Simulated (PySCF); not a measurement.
tetramethyldisiloxane (C₄H₁₄OSi₂), singlet, geometry from GFN2-xTB. Base run: PySCF with R2SCAN/def2-SV(P).

The PySCF input:
```python
from pyscf import gto, scf, dft

mol = gto.M(
    atom='''
C     2.148270    1.529435   -0.107587
Si    1.580825   -0.189210    0.472457
C     2.016493   -1.503436   -0.829524
O    -0.028728   -0.177271    0.714289
Si   -1.614500   -0.010651    0.387703
C    -1.953864    1.753202   -0.233527
C    -2.128104   -1.283731   -0.926669
H     1.729699    1.783987   -1.077910
H     1.835949    2.298381    0.592836
H     3.229183    1.582519   -0.193071
H     2.114960   -0.527354    1.796029
H     1.628438   -2.476736   -0.544053
H     3.090976   -1.600792   -0.950142
H     1.598106   -1.259042   -1.802540
H    -2.251217   -0.269474    1.683500
H    -1.461750    1.945914   -1.183380
H    -3.016258    1.926620   -0.374100
H    -1.591540    2.491383    0.475846
H    -1.870256   -2.291161   -0.613653
H    -1.633094   -1.101706   -1.877118
H    -3.198693   -1.259140   -1.104958
''',
    basis='def2-sv(p)',
    charge=0,
    spin=0,
    verbose=4,
)

mf = dft.RKS(mol)
mf.xc = 'r2scan'
mf.kernel()
```

The base run was repeated with changes; each row names its change, and settings that it needs were set with it.

```json
[
 {"change": "base", "ΔE vs base (mEh)": "0.000", "fitting functions": "-", "dipole (D)": "1.37"},
 {"change": "auxbasis = def2-universal-jfit", "ΔE vs base (mEh)": "-0.501", "fitting functions": "501", "dipole (D)": "1.37"},
 {"change": "auxbasis = cc-pvtz-jkfit", "ΔE vs base (mEh)": "-0.133", "fitting functions": "1057", "dipole (D)": "1.37"},
 {"change": "auxbasis = def2-svp-ri", "ΔE vs base (mEh)": "-896.1", "fitting functions": "560", "dipole (D)": "1.37"},
 {"change": "auxbasis = even-tempered beta=2.0", "ΔE vs base (mEh)": "-0.700", "fitting functions": "1033", "dipole (D)": "1.36"},
 {"change": "auxbasis = autoaux", "ΔE vs base (mEh)": "-1.773", "fitting functions": "993", "dipole (D)": "1.36"},
 {"change": "auxbasis = cc-pvtz-ri", "ΔE vs base (mEh)": "-26.927", "fitting functions": "1069", "dipole (D)": "1.37"},
 {"change": "auxbasis = even-tempered beta=1.6", "ΔE vs base (mEh)": "-0.334", "fitting functions": "1528", "dipole (D)": "1.37"},
 {"change": "auxbasis = def2-universal-jkfit", "ΔE vs base (mEh)": "-0.178", "fitting functions": "885", "dipole (D)": "1.37"},
 {"change": "auxbasis = def2-tzvp-ri", "ΔE vs base (mEh)": "-37.089", "fitting functions": "816", "dipole (D)": "1.37"}
]
```

A fitting set is made for a task (jfit for Coulomb, jkfit for Coulomb and exchange, ri for correlation) and for a family of orbital bases.
